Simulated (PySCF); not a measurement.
silanone (H₂OSi), singlet, geometry from GFN2-xTB. Base run: MP2/6-31G* (PySCF).

The PySCF input:
```python
from pyscf import gto, scf, mp

mol = gto.M(
    atom='''
Si    0.066853   -0.426757    0.002742
O    -0.165911    1.059089   -0.006804
H    -0.984656   -1.434017   -0.000317
H     1.375997   -1.064103    0.016367
''',
    basis='6-31g*',
    charge=0,
    spin=0,
    verbose=4,
)

mf = scf.RHF(mol)
mf.kernel()

pt = mp.MP2(mf)
pt.kernel()
print('E(MP2) = %.10f' % pt.e_tot)
```

Question: The base was run again with changes. Order these runs by total energy, lowest first: method = ccsd(t) | frozen = 6 | cart = on | frozen = 5 | frozen = 7 | method = cisd.

Answer: method = ccsd(t) (ΔE vs base (mEh) -19.016), cart = on (ΔE vs base (mEh) -8.657), frozen = 5 (ΔE vs base (mEh) 7.523), frozen = 6 (ΔE vs base (mEh) 8.676), method = cisd (ΔE vs base (mEh) 10.657), frozen = 7 (ΔE vs base (mEh) 63.578)
